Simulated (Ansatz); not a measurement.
Basis sets compared for Na₆Au⁺. The state is a singlet with charge 1. Geometry PBE-D4/def2-SVP. Ansatz on 4 threads of Arm Neoverse N1 on a shared host; times are rough, and most runs start from earlier orbitals.

Cartesian coordinates in Å:
```
Au 1.6895 -1.0851 0.4570
Na 2.8551 1.2440 -0.8645
Na -0.1024 3.1700 -1.6769
Na -3.3876 -0.9433 0.7298
Na -0.2100 1.0074 1.3488
Na -0.4381 -0.5835 -1.5301
Na -0.4065 -2.8094 1.5358
```

In the def2 sets Au takes a core potential; there is no spin–orbit coupling. The restricted singlet is unstable towards broken spin symmetry in Hartree–Fock (as tested in another run); at PBE-D4/def2-SVP, PBE-D4/def2-TZVP, PBE0-D4/def2-SVP, PBE0-D4/def2-TZVP this wasn't settled. No other spin state of charge 1 was run. Another isomer (singlet) lies 0.03 eV lower at PBE0-D4/def2-TZVP; other spin states weren't run for this one.

```csv
level,functions,energy (Eh),HOMO (eV),LUMO (eV),wall time
PBE-D4/def2-SVP,122,-1108.4592,-6.22,-5.16,4.2 s
PBE0-D4/def2-SVP,122,-1108.4922,-6.62,-4.62,8 s
```

Problem. Estimate the rows for PBE-D4/def2-TZVP (with forces), PBE0-D4/def2-TZVP.

Solution. 
```csv
level,functions,energy (Eh),HOMO (eV),LUMO (eV),wall time
PBE-D4/def2-TZVP (with forces),232,-1108.8230,-6.27,-5.21,9 s
PBE0-D4/def2-TZVP,232,-1108.8519,-6.67,-4.65,15 s
```
